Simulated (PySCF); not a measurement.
C4H10BN, SMILES C1B(CC1)NC.

Coordinates come from a PBE0-D3(BJ)/def2-SVP optimisation. A frequency run showed that this geometry is not a minimum. This is a generated structure with no PubChem entry under its InChIKey; it may be hypothetical. One conformer was computed; it need not be the lowest.

All values below come from PBE0/def2-TZVP in PySCF.

Symmetry labels are those of the subgroup Cs that the program uses (full group Cs).

**Question.** List the valence orbital energies around the gap with their symmetry. (The exact figures need the calculation; the answer reports its results.)

**Answer.** 
| orbital | symmetry | energy (eV) |
|---|---|---|
| HOMO−7 | A" | -12.05 |
| HOMO−6 | A' | -10.63 |
| HOMO−5 | A" | -10.32 |
| HOMO−4 | A' | -9.11 |
| HOMO−3 | A" | -9.09 |
| HOMO−2 | A' | -7.92 |
| HOMO−1 | A' | -7.62 |
| HOMO | A" | -7.44 |
| LUMO | A" | 0.76 |
| LUMO+1 | A' | 0.97 |
| LUMO+2 | A' | 1.59 |
| LUMO+3 | A' | 1.72 |
